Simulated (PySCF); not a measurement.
## Basis and Hamiltonian dependence of the excitation energy of Ti²⁺

Ti²⁺ [Ar] 3d2 (3F) → Ti²⁺ [Ar] 3d1 4p1 (high-spin determinant). All values are computed (PySCF 2.14, energy differences of UHF-based or UKS calculations, no spin-orbit coupling). Values in eV.

| basis | Hamiltonian | functions | UHF | r2SCAN | PBE0 | MP2 (valence) | CCSD(T) (valence) | CCSD(T) (valence and next inner shell) |
| --- | --- | --- | --- | --- | --- | --- | --- | --- |
| ANO-RCC-VTZP | spin-free X2C | 59 | 9.282 | 9.799 | 9.584 | 9.352 | 9.361 | 9.385 |
| aug-cc-pVDZ | non-relativistic | 59 | 9.754 | 10.374 | 10.209 | 9.799 | 9.796 | n/a |
| aug-cc-pVDZ-DK | spin-free X2C | 59 | 9.534 | 10.158 | 9.996 | 9.578 | 9.576 | n/a |
| x2c-TZVPPall | spin-free X2C | 64 | 9.183 | 9.659 | 9.457 | 9.246 | 9.257 | 9.241 |
| def2-TZVPPD | non-relativistic | 67 | 9.362 | 9.830 | 9.632 | 9.425 | 9.436 | 9.412 |
| x2c-TZVPPall with one added diffuse shell each of s, p, d, f type | spin-free X2C | 80 | 9.181 | 9.656 | 9.456 | 9.245 | 9.255 | 9.238 |
| aug-cc-pVTZ | non-relativistic | 93 | 9.376 | 9.855 | 9.655 | 9.445 | 9.456 | n/a |
| aug-cc-pVTZ-DK | spin-free X2C | 93 | 9.194 | 9.676 | 9.479 | 9.262 | n/a | n/a |
| x2c-QZVPPall | spin-free X2C | 96 | 9.222 | 9.712 | 9.512 | 9.299 | 9.311 | 9.343 |
| dyall-av2z | non-relativistic | 101 | 9.441 | 9.965 | 9.763 | 9.504 | 9.514 | n/a |
| aug-cc-pVTZ with one added diffuse shell each of s, p, d, f, g type | non-relativistic | 118 | 9.376 | 9.855 | 9.655 | 9.445 | n/a | n/a |
| x2c-QZVPPall with one added diffuse shell each of s, p, d, f, g type | spin-free X2C | 121 | 9.222 | 9.710 | 9.511 | 9.299 | n/a | n/a |
| aug-cc-pVQZ-DK | spin-free X2C | 140 | 9.206 | 9.691 | 9.478 | 9.285 | n/a | n/a |

**Question.** Estimate the row for aug-cc-pwCVTZ (non-relativistic, 127 functions).

**Answer.** From the rows with the same Hamiltonian and similar size; the calculation gives UHF 9.38; r2SCAN 9.86; PBE0 9.65; MP2 (valence) 9.46 (eV).

Frozen in the all-electron rows: valence: [Ar]; valence and next inner shell: [Ne].

At UHF, aug-cc-pVDZ, aug-cc-pVDZ-DK lie more than 0.3 eV from the median of the rows with comparable relativity.

One determinant mixes LS terms of the configuration, so the numbers do not refer to single terms. Non-relativistic rows lack the scalar-relativistic shift.
